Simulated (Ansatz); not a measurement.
C3H4O, SMILES O=C1CC1.

Geometry: B3LYP-D3(BJ)/def2-SVP.

Two levels are set side by side: PBE/def2-SVPD (Ansatz, a program for electronic structure) and PBE0/def2-SVPD (Ansatz). Energy differences of separate SCF runs at the same geometry; the states with an electron removed or added have multiplicity 2 and 2. Differences are taken from unrounded values.

```tsv
quantity	PBE0
vertical ionisation energy (eV)	9.50
vertical singlet–triplet gap (eV)	3.13
```

What does PBE give, and how far is it from PBE0? (Estimate from the structure and the level; the computed values follow.)


| quantity | PBE | PBE minus PBE0 |
|---|---|---|
| vertical ionisation energy (eV) | 9.33 | -0.16 |
| vertical singlet–triplet gap (eV) | 3.09 | -0.04 |

Here PBE gives about what the other level gives.
